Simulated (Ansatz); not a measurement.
Isolated molecules relaxed with PBE0-D4/def2-TZVP in Ansatz; ΔE leaves out vibrations. CCSD(T)/CBS is the MP2 limit (def2-TZVPP, def2-QZVPP) plus CCSD(T) − MP2 in def2-TZVPP, frozen cores. This one scheme is used for every species. DFT in def2-TZVPP. B3LYP here is the variant with VWN-RPA as its local correlation; programs differ in this. One conformer a species, not always the lowest.

Reaction (formal exchange of groups at the Si–Si bond): `O[SiH2][SiH]([SiH3])Cl` + `[F][AlH][SH]` → `[F][Al]([SiH3])[SH]` + `O[SiH2][SiH2]Cl`

```
             level  ΔE (kJ/mol)  difference from CCSD(T)/CBS
         r2SCAN-D4         -2.6                          0.5
          B3LYP-D4         -2.1                          1.0
           ωB97M-V         -1.6                          1.5
               PBE         -6.6                         -3.5
            r2SCAN         -3.6                         -0.5
              PBE0         -6.4                         -3.3
             B3LYP         -7.7                         -4.6
     HF/def2-TZVPP         -8.7                         -5.6
    MP2/def2-TZVPP         -1.8                          1.3
SCS-MP2/def2-TZVPP         -3.8                         -0.7
CCSD(T)/def2-TZVPP         -4.8                         -1.7
     HF/def2-QZVPP         -8.4                         -5.3
    MP2/def2-QZVPP         -0.7                          2.4
SCS-MP2/def2-QZVPP         -2.7                          0.4
      HF/CBS(def2)         -8.4                         -5.3
     MP2/CBS(def2)         -0.1                          3.0
       CCSD(T)/CBS         -3.1                            0
```

Largest T1 diagnostic among the species: 0.013.

In def2-TZVPP, CCSD(T) changes the Hartree–Fock value by +3.9 kJ/mol (the triples alone add +1.0 kJ/mol) and MP2 by +6.9 kJ/mol. The D4 term adds +5.5 kJ/mol with B3LYP and +3.1 kJ/mol with PBE0; it sums over pairs of atoms, weighted by their polarisabilities, and B3LYP, whose exchange is more repulsive, gets the larger term.
